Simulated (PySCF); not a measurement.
# Dipole response of Ar⁺ (argon, charge +1)

[Ne] 3s2 3p5, 2P determinant. Calculation: PySCF 2.14, in aug-cc-pV(Q+d)Z; no relativity, point nucleus. Coupled (time-dependent) response in atomic units; α is the mean over directions.

| method | mean α (bohr³) | α xx, yy, zz | C₆ (like pair) | S(−4) |
| --- | --- | --- | --- | --- |
| UHF | 6.791 | 6.683, 6.845, 6.845 | 30.47 | 9.655 |
| PBE | 7.072 | 6.882, 7.167, 7.167 | 31.98 | 10.97 |
| PBE0 | 6.939 | 6.779, 7.020, 7.020 | 31.25 | 10.36 |
| BHandHLYP | 6.887 | 6.744, 6.959, 6.959 | 30.93 | 10.14 |
| LC-wPBE | 6.908 | 6.765, 6.979, 6.979 | 31.06 | 10.23 |

S(−4) is the Cauchy moment in α(ω) = α(0) + S(−4) ω² + …

α(iu) at PBE:

| u (hartree) | α(iu) (bohr³) |
| --- | --- |
| 0 | 7.072 |
| 0.0500 | 7.045 |
| 0.100 | 6.964 |
| 0.200 | 6.663 |
| 0.300 | 6.222 |
| 0.500 | 5.167 |
| 0.750 | 3.929 |
| 1.00 | 2.975 |
| 1.50 | 1.796 |
| 2.00 | 1.178 |
| 3.00 | 0.6181 |
| 5.00 | 0.2669 |

A single London oscillator, α(iu) = α/(1 + u²/ω²), gives C₆ = (3/4) ω α². Matching the computed C₆ needs ω = 4 × 31.98 / (3 × 7.072²) = 0.853 hartree.

For an ion, C₆ is the dispersion term alone; charge-induced terms of lower order in 1/R come first.

The components differ because the open shell of this determinant is not spherical; for a pure term their mean is the scalar polarisability.
